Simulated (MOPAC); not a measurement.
MOPAC input (AM1):

```
AM1 FORCE THERMO(298,298) PRECISE LET CHARGE=1 GEO-OK AUX(PRECISION=9) THREADS=1
C4H7S

C    -1.32689570 1    0.03452645 1   -0.02601680 1
C    -0.72703634 1   -1.31758595 1   -0.13587284 1
C     0.61000758 1   -1.38106626 1   -0.06014294 1
C     1.31867313 1   -0.09108118 1    0.12381934 1
S     0.04814942 1    1.17102130 1    0.13147400 1
H    -1.99829710 1    0.26418908 1   -0.89185099 1
H    -1.94059906 1    0.13166726 1    0.91223201 1
H    -1.39849359 1   -2.17927792 1   -0.26962530 1
H     1.20786188 1   -2.30302521 1   -0.12198097 1
H     1.82919901 1   -0.04731611 1    1.12573254 1
H     2.10199864 1    0.06951923 1   -0.65964239 1
H     0.13841549 1    1.58357145 1   -1.11621302 1
```

From the output:

```
     H   12   0.082057   0.003505   0.003506   0.082061   0.037269   2.175355

          HEAT OF FORMATION =     176.431336 KCALS/MOLE

          ZERO POINT ENERGY      61.004 KCAL/MOL

           NORMAL COORDINATE ANALYSIS (Total motion = 1 Angstrom)

   Root No.       1         2         3         4         5         6         7         8

                 1 A'      1 A"      2 A'      2 A"      3 A'      4 A'      3 A"      5 A'

                 148.8     362.3     507.8     588.9     631.6     707.6     786.8     799.1

           1    0.0004   -0.0004   -0.0654    0.0518   -0.0054   -0.0013    0.0141   -0.0014
           2    0.0036   -0.0014   -0.0370   -0.1142    0.1123    0.0278    0.0129    0.0022
           3    0.0546   -0.0174    0.0020    0.0115   -0.0164    0.0188   -0.0288   -0.0037
           4    0.0005   -0.0001   -0.0761    0.0436    0.0092    0.0032    0.0141   -0.0003
           5   -0.0004    0.0009    0.0338   -0.0714   -0.0049   -0.0010   -0.0278    0.0004
           6   -0.0260    0.0656   -0.0044   -0.0009    0.0019    0.0002    0.0061   -0.0229
           7    0.0006    0.0008   -0.0731   -0.0832    0.0095    0.0027   -0.0307   -0.0005
           8   -0.0001    0.0005    0.0398   -0.0089   -0.0043   -0.0019   -0.0058    0.0000
           9   -0.0260   -0.0656   -0.0044    0.0009    0.0019    0.0002   -0.0061   -0.0229
          10   -0.0026   -0.0009   -0.0104   -0.1222   -0.0924   -0.0229    0.0017   -0.0025
          11   -0.0025   -0.0012    0.0744   -0.0284   -0.0641   -0.0159    0.0190   -0.0003
          12    0.0546    0.0174    0.0020   -0.0115   -0.0164    0.0188    0.0288   -0.0037
          13   -0.0019    0.0003    0.0897    0.0415    0.0397    0.0013   -0.0037   -0.0025
          14    0.0009    0.0006   -0.0442    0.0841   -0.0196   -0.0006   -0.0074    0.0012
          15   -0.0290   -0.0000    0.0027    0.0000    0.0024    0.0006    0.0000    0.0051
          16   -0.0528    0.0785   -0.0708    0.0130   -0.0217    0.0347   -0.0210   -0.0737
          17   -0.0467    0.0342   -0.0427   -0.0172    0.0253    0.1203   -0.0834    0.0320
          18    0.1176   -0.0846    0.0063   -0.0280    0.0508   -0.0738    0.0638    0.0121
          19    0.0544   -0.0841   -0.0786    0.0214    0.0150   -0.0313    0.0274    0.0821
          20    0.0664   -0.0470   -0.0461   -0.0615    0.1486   -0.1044    0.1497   -0.0367
          21    0.1060   -0.0758   -0.0055    0.0071    0.0215   -0.0589    0.0467    0.0153
          22   -0.0003   -0.0006   -0.0285    0.1390   -0.0572   -0.0163    0.0234   -0.0039
          23   -0.0008    0.0007    0.0585   -0.0203   -0.0353   -0.0104   -0.0213   -0.0010
          24   -0.0769    0.1635   -0.0156   -0.0126    0.0369   -0.0751    0.0671    0.2263
          25    0.0004    0.0009   -0.0637   -0.1007   -0.0068   -0.0017   -0.0312   -0.0016
          26    0.0008   -0.0001   -0.0130    0.0979    0.0669    0.0193    0.0056    0.0037
          27   -0.0769   -0.1635   -0.0156    0.0126    0.0369   -0.0751   -0.0671    0.2263
          28   -0.0195    0.0139   -0.0113   -0.0618   -0.1087    0.0638    0.1021    0.0791
          29   -0.0836   -0.0953    0.0904   -0.0205   -0.1024    0.0884    0.1128   -0.0428
          30    0.1060    0.0758   -0.0055   -0.0071    0.0215   -0.0589   -0.0467    0.0153
          31    0.0049   -0.0207   -0.0092   -0.0216   -0.0333   -0.0743   -0.0534   -0.0703
          32    0.0703    0.0831    0.0822   -0.0002    0.0018   -0.1008   -0.0674    0.0390
          33    0.1176    0.0846    0.0063    0.0280    0.0508   -0.0738   -0.0638    0.0121
          34    0.0859    0.0090    0.0902    0.0014   -0.1077    0.2009    0.0788    0.1235
          35   -0.0424    0.0182   -0.0445    0.0028    0.0531   -0.0991    0.1598   -0.0609
          36   -0.0511   -0.0000    0.0030    0.0000    0.0515   -0.0563   -0.0000   -0.0330

   Root No.       9        10        11        12        13        14        15        16

                 4 A"      5 A"      6 A'      6 A"      7 A'      7 A"      8 A"      8 A'

                 831.4     931.4    1013.8    1026.4    1053.6    1062.0    1125.3    1132.5

           1   -0.0300    0.0018    0.0004   -0.0015    0.0012   -0.0024   -0.0262    0.0200
           2   -0.0561    0.0014    0.0011   -0.0007    0.0028   -0.0025   -0.0018    0.0184
           3   -0.0148    0.0128   -0.0430    0.0336    0.0084   -0.0183   -0.0003    0.0006
           4   -0.0272    0.0025   -0.0015    0.0044   -0.0002   -0.0003    0.0164   -0.0285
           5    0.0644   -0.0037    0.0009   -0.0019    0.0012    0.0031    0.0010    0.0283
           6    0.0016    0.0266    0.0220   -0.0202   -0.0233    0.0422   -0.0008    0.0010
           7    0.0677   -0.0045   -0.0016   -0.0042   -0.0011    0.0026   -0.0092   -0.0398
           8    0.0176   -0.0003    0.0006    0.0024   -0.0005    0.0016    0.0136    0.0054
           9   -0.0016   -0.0266    0.0220    0.0202   -0.0233   -0.0422    0.0008    0.0010
          10   -0.0262    0.0000   -0.0007    0.0004   -0.0015   -0.0005    0.0145   -0.0024
          11   -0.0579    0.0023   -0.0010   -0.0016   -0.0026   -0.0034   -0.0218   -0.0270
          12    0.0148   -0.0128   -0.0430   -0.0336    0.0084    0.0183    0.0003    0.0006
          13    0.0057   -0.0019   -0.0070   -0.0046   -0.0028   -0.0005   -0.0022    0.0002
          14    0.0116   -0.0038    0.0035   -0.0094    0.0014   -0.0010   -0.0044   -0.0001
          15   -0.0000   -0.0000    0.0180   -0.0000    0.0087    0.0000    0.0000   -0.0022
          16   -0.0154    0.0838   -0.0394   -0.0159    0.1533   -0.1463   -0.1127    0.1465
          17   -0.1475   -0.0258   -0.0890    0.0967   -0.0959    0.0603    0.0579   -0.0732
          18    0.0505   -0.0110    0.0474   -0.0326   -0.0017    0.0148    0.0023   -0.0002
          19   -0.0165   -0.0955    0.0560    0.0127   -0.1419    0.1532   -0.1083    0.1511
          20    0.0317    0.0376    0.0816   -0.0985    0.0804   -0.0645    0.0540   -0.0850
          21    0.0312   -0.0143    0.0237   -0.0084   -0.0214    0.0257   -0.0119    0.0129
          22   -0.0249    0.0073   -0.0004    0.0139   -0.0064    0.0023    0.1690    0.0445
          23    0.0623   -0.0013    0.0015    0.0037   -0.0020    0.0044    0.0863    0.0681
          24    0.0303   -0.2033   -0.0836    0.0635    0.0689   -0.0903    0.0025   -0.0021
          25    0.0646   -0.0055   -0.0014   -0.0055   -0.0023    0.0021   -0.0344   -0.0269
          26    0.0182    0.0050   -0.0007    0.0133    0.0063    0.0045    0.1866   -0.0767
          27   -0.0303    0.2033   -0.0836   -0.0635    0.0689    0.0903   -0.0025   -0.0021
          28    0.0352    0.0880   -0.0306   -0.0859   -0.1502   -0.1444    0.1088    0.1595
          29    0.0063   -0.0528   -0.0941   -0.0499    0.0637    0.0823   -0.0531   -0.0681
          30   -0.0312    0.0143    0.0237    0.0084   -0.0214   -0.0257    0.0119    0.0129
          31   -0.1076   -0.0715    0.0466    0.0865    0.1695    0.1369    0.1145    0.1472
          32   -0.1020    0.0508    0.0855    0.0462   -0.0633   -0.0794   -0.0541   -0.0717
          33   -0.0505    0.0110    0.0474    0.0326   -0.0017   -0.0148   -0.0023   -0.0002
          34    0.0713    0.0552    0.2317    0.1524    0.0865    0.0186   -0.0148   -0.0213
          35    0.1445    0.1119   -0.1143    0.3090   -0.0427    0.0377   -0.0301    0.0105
          36   -0.0000   -0.0000   -0.0478   -0.0000   -0.0106    0.0000    0.0000    0.0088

   Root No.      17        18        19        20        21        22        23        24

                 9 A'      9 A"     10 A'     10 A"     11 A'     11 A"     12 A'     13 A'

                1150.1    1233.0    1278.5    1336.2    1379.4    1381.9    1827.0    1895.9

           1   -0.0095    0.0327    0.0394   -0.0043    0.0581   -0.0618    0.0229    0.0011
           2   -0.0071   -0.0233   -0.0164   -0.0069    0.0104   -0.0124    0.0084   -0.0026
           3   -0.0003    0.0020    0.0010    0.0011   -0.0008    0.0003    0.0004   -0.0000
           4    0.0054   -0.0050   -0.0272   -0.0333   -0.0227    0.0703   -0.1294    0.0016
           5   -0.0040    0.0146    0.0195   -0.0034    0.0154    0.0048   -0.1928    0.0032
           6    0.0011   -0.0004   -0.0003    0.0001   -0.0001   -0.0000   -0.0004   -0.0000
           7    0.0064    0.0147   -0.0320    0.0176   -0.0260   -0.0390    0.0742   -0.0016
           8   -0.0019    0.0049    0.0097   -0.0285    0.0087    0.0587    0.2200   -0.0032
           9    0.0011    0.0004   -0.0003   -0.0001   -0.0001    0.0000   -0.0004   -0.0000
          10   -0.0002   -0.0384    0.0370   -0.0028    0.0271    0.0278    0.0073    0.0027
          11    0.0119    0.0118   -0.0213   -0.0076   -0.0524   -0.0565   -0.0233    0.0008
          12   -0.0003   -0.0020    0.0010   -0.0011   -0.0008   -0.0003    0.0004   -0.0000
          13   -0.0002   -0.0032    0.0025   -0.0011   -0.0020    0.0005   -0.0027   -0.0067
          14    0.0001   -0.0065   -0.0013   -0.0021    0.0010    0.0010    0.0013    0.0033
          15   -0.0014    0.0000    0.0014   -0.0000   -0.0003   -0.0000   -0.0008   -0.0273
          16    0.0501   -0.0910    0.0170    0.1098   -0.1243    0.0609    0.0514   -0.0113
          17   -0.0709    0.1312    0.1324    0.0788   -0.0514    0.0402   -0.0172    0.0099
          18    0.0145   -0.0426   -0.0877   -0.1105    0.1228   -0.0850   -0.0163   -0.0086
          19    0.0583   -0.0782    0.0185    0.1075   -0.1202    0.0574    0.0438    0.0011
          20   -0.0739    0.1261    0.1470    0.0988   -0.0804    0.0638   -0.0182    0.0016
          21   -0.0008    0.0190    0.0609    0.0910   -0.1071    0.0728    0.0150   -0.0002
          22   -0.2522   -0.1127   -0.0920    0.0891   -0.0466   -0.1066    0.0754   -0.0028
          23   -0.1424   -0.0457   -0.0170    0.0599    0.0026   -0.0818   -0.0991    0.0010
          24   -0.0049    0.0015    0.0013    0.0001    0.0010   -0.0017    0.0030    0.0005
          25   -0.0406    0.0324   -0.0425   -0.0067   -0.0304    0.0000    0.1245   -0.0025
          26    0.2868   -0.1173    0.0833    0.1072    0.0354   -0.1344    0.0005    0.0016
          27   -0.0049   -0.0015    0.0013   -0.0001    0.0010    0.0017    0.0030    0.0005
          28    0.0941    0.1477   -0.1053    0.0129   -0.0094    0.0156    0.0411   -0.0006
          29   -0.0012    0.0147   -0.1041    0.1455    0.1443    0.0843   -0.0237   -0.0018
          30   -0.0008   -0.0190    0.0609   -0.0910   -0.1071   -0.0728    0.0150   -0.0002
          31    0.0867    0.1595   -0.0946   -0.0044   -0.0349   -0.0051    0.0449   -0.0148
          32    0.0034    0.0077   -0.0941    0.1351    0.1299    0.0728   -0.0303    0.0030
          33    0.0145    0.0426   -0.0877    0.1105    0.1228    0.0850   -0.0163   -0.0086
          34   -0.0153   -0.0037    0.0134   -0.0027   -0.0065   -0.0062    0.0044    0.2002
          35    0.0075   -0.0074   -0.0066   -0.0056    0.0032   -0.0126   -0.0022   -0.0987
          36    0.0048    0.0000   -0.0098   -0.0000    0.0002   -0.0000    0.0213    0.8865

   Root No.      25        26        27        28        29        30

                12 A"     14 A'     13 A"     15 A'     14 A"     16 A'

                2988.4    2990.6    3074.0    3078.3    3168.0    3182.0

           1    0.0026    0.0025    0.0130   -0.0128    0.0020    0.0005
           2    0.0004    0.0002    0.0161   -0.0156   -0.0003    0.0024
           3   -0.0295   -0.0296    0.0051   -0.0045   -0.0001    0.0002
           4    0.0004    0.0006    0.0015   -0.0025    0.0153   -0.0154
           5    0.0002    0.0002    0.0005   -0.0002   -0.0325    0.0335
           6   -0.0008   -0.0009    0.0001   -0.0001    0.0000   -0.0000
           7   -0.0001    0.0002   -0.0005   -0.0014   -0.0351   -0.0359
```

The dipole moment of an ion depends on the origin.
